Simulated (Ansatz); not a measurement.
Series MoX4: r2SCAN-D4/def2-TZVP single points in Ansatz on relaxed structures, gas phase. Core potentials for I, Mo, no spin–orbit coupling. HOMO and LUMO are taken over both spins. Binding counts from free atoms in the multiplicity of their measured ground term, without zero-point energy. Singlets are spin-restricted. The spins of the ions were chosen, not always searched. Names give formal oxidation states. The structures are stationary points that may keep the symmetry of their start. Remarks come from the PBE and PBE0 runs and from stability tests at other levels; not every state was tested. HOMO above LUMO (over both spins in singlets and doublets, within one spin in higher multiplets; at PBE or PBE0), or a gap under 0.15 eV within one spin, warns that the state may not be the lowest or that an electron is smeared out.

```tsv
species	atoms	state	geometry	HOMO (eV)	LUMO (eV)	gap (eV)	vertical IE (eV)	binding per atom (eV)	lowest of the spins relaxed	point group (within 0.1 Å)	remarks
MoH4	5	triplet; oxidised ion doublet	r2SCAN-D4/def2-TZVP	-6.13	-2.97	3.16	9.51	2.05	–	Td	HOMO above LUMO (singlet), restricted SCF unstable in HF (singlet)
MoI4	5	triplet; oxidised ion doublet	r2SCAN-D4/def2-SVP	-5.79	-4.33	1.47	7.86	2.27	–	Td	gap within one spin near zero at PBE or PBE0 (+1 doublet), HOMO above LUMO (singlet), restricted SCF unstable in HF (singlet)
MoBr4	5	triplet; oxidised ion doublet	PBE-D4/def2-SVP	-6.07	-4.39	1.68	8.43	2.75	–	Td	gap within one spin near zero at PBE or PBE0 (+1 doublet), HOMO above LUMO (singlet), restricted SCF unstable in HF (singlet)
Mo(OH)4 (MoO4H4)	9	triplet; oxidised ion doublet	r2SCAN-D4/def2-SVP	-4.55	-2.24	2.31	7.75	3.88	triplet, of singlet/triplet	–	restricted singlet, untested (singlet)
Mo(OSiH3)4 (Si4MoO4H12)	21	triplet; oxidised ion doublet	PBE-D4/def2-SVP	-4.71	-2.71	2.00	7.27	3.59	triplet, of singlet/triplet	–	restricted SCF unstable in HF (singlet)
```

The gap (eV) runs from 1.47 (MoI4) to 3.16 (MoH4). The vertical IE (eV) runs from 7.27 (Mo(OSiH3)4) to 9.51 (MoH4).
